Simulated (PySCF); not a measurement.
KCl, SMILES [Cl][K].

Geometry optimised at PBE0-D3(BJ)/def2-TZVPD.

Two levels are set side by side: TDA-PBE/def2-TZVPD (PySCF) and TDA-B3LYP/def2-TZVPD (PySCF). Vertical, same geometry. The lowest singlet is HOMO−1→LUMO 100 % with PBE and HOMO−1→LUMO 99 % with the other functional; states are paired by order. Differences are taken from unrounded values.

| quantity | TDA-B3LYP |
|---|---|
| lowest singlet excitation (eV) | 3.47 |
| lowest triplet excitation (TDA) (eV) | 3.44 |
| first bright state (f over 0.05) (eV) | 3.80 |
| its oscillator strength | 0.08 |

### Question
What does TDA-PBE give, and how far is it from TDA-B3LYP? (An estimate is asked for; the answer gives what the named calculation found.)

### Answer

```csv
quantity,TDA-PBE,TDA-PBE minus TDA-B3LYP
lowest singlet excitation (eV),2.95,-0.52
lowest triplet excitation (TDA) (eV),2.91,-0.52
first bright state (f over 0.05) (eV),3.30,-0.50
its oscillator strength,0.08,0.01
```

Functionals without exact exchange tend to place singlet excitations lower, as here. Differences between two approximate levels are no errors against the true value.

Rough cost on one machine, each run with all the roots and properties that it gave: TDA-B3LYP against TDA-PBE within a factor of 2.
